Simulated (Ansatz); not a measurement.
C3H9CuFP, SMILES `C[P+](C)(C)[Cu-][F]`. The species carries charge 0 and has multiplicity 1. The geometry is a stationary point of PBE0-D4/def2-TZVP. It is one conformer, not always the lowest.

```xyz
15

C    -1.252    1.106    0.373
P    -0.122   -0.280    0.035
C     0.503    0.096   -1.633
C     1.308    0.084    1.101
Cu   -0.969   -2.232    0.276
F    -1.671   -3.848    0.476
H    -0.753    2.067    0.230
H    -1.614    1.036    1.400
H    -2.113    1.044   -0.294
H     1.274   -0.627   -1.904
H     0.920    1.105   -1.681
H    -0.311    0.007   -2.354
H     2.101   -0.638    0.904
H     1.686    1.094    0.925
H     1.014   -0.013    2.147
```

(1) What is the dipole moment at r2SCAN/def2-TZVPP? (Estimate.)

(2) And with PBE, B3LYP, ωB97M-V? (An estimate is asked.)

(3) Give the Mulliken charges with r2SCAN, ωB97M-V, B3LYP in def2-TZVPP. (Best estimate.)

Results:

(1) The calculation gave: 8.32 D, with components (3.29, 7.59, -0.94) D in this frame, pointing from negative to positive charge.

(2) Ansatz gave: PBE 8.09 D, B3LYP 8.55 D, ωB97M-V 8.62 D.

(3) Ansatz gave: 
| atom | r2SCAN | ωB97M-V | B3LYP |
| --- | --- | --- | --- |
| C1 | -0.24 | -0.37 | -0.32 |
| P2 | 0.50 | 0.36 | 0.47 |
| C3 | -0.24 | -0.37 | -0.32 |
| C4 | -0.24 | -0.37 | -0.32 |
| Cu5 | 0.00 | 0.06 | 0.00 |
| F6 | -0.54 | -0.54 | -0.55 |
| H7 | 0.07 | 0.13 | 0.10 |
| H8 | 0.09 | 0.14 | 0.12 |
| H9 | 0.09 | 0.14 | 0.12 |
| H10 | 0.09 | 0.14 | 0.12 |
| H11 | 0.07 | 0.13 | 0.10 |
| H12 | 0.09 | 0.14 | 0.12 |
| H13 | 0.09 | 0.14 | 0.12 |
| H14 | 0.07 | 0.13 | 0.10 |
| H15 | 0.09 | 0.14 | 0.12 |

B3LYP here is the variant with VWN-RPA as its local correlation; programs differ in this.
